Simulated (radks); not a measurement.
Results of a calculation; reference values are marked as such.
These are the eigenvalues of the occupied orbitals of an atom or ion with whole-number occupations (eV). Level of theory: Dirac Kohn-Sham, PBEsol, spin-unpolarised, spherical densities, finite nucleus; Fermi nuclear charge, rms radius of each element as measured or else 0.836 A^(1/3) + 0.57 fm (a radial shooting solver on a logarithmic mesh with Libxc functionals).

| orbital | eigenvalue |
|---|---|
| 1s1/2 | -17844.74 |
| 2s1/2 | -2506.802 |
| 2p1/2 | -2298.562 |
| 2p3/2 | -2212.798 |
| 3s1/2 | -443.6329 |
| 3p1/2 | -366.1374 |
| 3p3/2 | -352.4612 |
| 3d3/2 | -215.7412 |
| 3d5/2 | -213.2393 |
| 4s1/2 | -92.3685 |
| 4p1/2 | -70.9500 |
| 4p3/2 | -69.0206 |
| 7d3/2 | -6.2514 |
| 7d5/2 | -6.2395 |

Which element is it, and in what charge state? The configuration may be excited. Open shells, if any, are shared by 2j + 1.

Answer. Z = 40, zirconium, charge +3: Zr3+ in [Kr] 7d1. The list shows which subshells hold electrons but not how many an open one holds; the 1s level, -655.78 hartree, gives Z - s = 36.2 by -(Z - s)^2/2, which with screening and relativity narrows Z to a few neighbours, and the depths of the outer levels then fix element, charge and occupations together.
